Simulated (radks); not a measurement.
Values are calculated unless marked as measured or tabulated.
Valence configurations of Ge+ (all share [Ar]). Level of theory: Dirac Kohn-Sham, PBE, spin-unpolarised, spherical densities, point nucleus; open shells are shared between the two j in proportion to 2j + 1 (a radial shooting solver on a logarithmic mesh with Libxc functionals). Energies are relative to 3d10 4s2 4p1; eigenvalues in eV.

[
 {"valence": "3d10 4s2 4p1", "E (eV)": "0.000", "e(3d3/2)": "-38.662", "e(3d5/2)": "-38.076", "e(4p1/2)": "-11.406", "e(4p3/2)": "-11.162", "e(4s1/2)": "-19.856"},
 {"valence": "3d10 4s1 4p2", "E (eV)": "8.713", "e(3d3/2)": "-40.394", "e(3d5/2)": "-39.807", "e(4p1/2)": "-12.197", "e(4p3/2)": "-11.939", "e(4s1/2)": "-20.835"},
 {"valence": "3d9 4s2 4p2", "E (eV)": "31.235", "e(3d3/2)": "-49.072", "e(3d5/2)": "-48.447", "e(4p1/2)": "-13.384", "e(4p3/2)": "-13.079", "e(4s1/2)": "-22.730"},
 {"valence": "3d9.5 4s1.5 4p2", "E (eV)": "19.129", "e(3d3/2)": "-44.635", "e(3d5/2)": "-44.029", "e(4p1/2)": "-12.787", "e(4p3/2)": "-12.506", "e(4s1/2)": "-21.781"},
 {"valence": "3d10 4p3", "E (eV)": "17.614", "e(3d3/2)": "-42.039", "e(3d5/2)": "-41.450", "e(4p1/2)": "-12.931", "e(4p3/2)": "-12.660", "e(4s1/2)": "-"},
 {"valence": "3d8 4s2 4p3", "E (eV)": "71.241", "e(3d3/2)": "-60.016", "e(3d5/2)": "-59.351", "e(4p1/2)": "-15.269", "e(4p3/2)": "-14.901", "e(4s1/2)": "-25.449"},
 {"valence": "3d10 4s1.5 4p1.5", "E (eV)": "4.332", "e(3d3/2)": "-39.540", "e(3d5/2)": "-38.954", "e(4p1/2)": "-11.809", "e(4p3/2)": "-11.558", "e(4s1/2)": "-20.356"},
 {"valence": "3d9 4s1 4p3", "E (eV)": "40.870", "e(3d3/2)": "-50.657", "e(3d5/2)": "-50.031", "e(4p1/2)": "-14.085", "e(4p3/2)": "-13.767", "e(4s1/2)": "-23.589"},
 {"valence": "3d8 4s1 4p4", "E (eV)": "81.739", "e(3d3/2)": "-61.481", "e(3d5/2)": "-60.814", "e(4p1/2)": "-15.905", "e(4p3/2)": "-15.524", "e(4s1/2)": "-26.220"},
 {"valence": "3d8.5 4s1.5 4p3", "E (eV)": "55.121", "e(3d3/2)": "-55.248", "e(3d5/2)": "-54.603", "e(4p1/2)": "-14.674", "e(4p3/2)": "-14.331", "e(4s1/2)": "-24.519"}
]

NIST lists [Ar] 3d10 4s2 4p1 as the ground configuration; this level of theory agrees among the configurations tried. The energies are those of spherical spin-averaged densities, not of single terms.
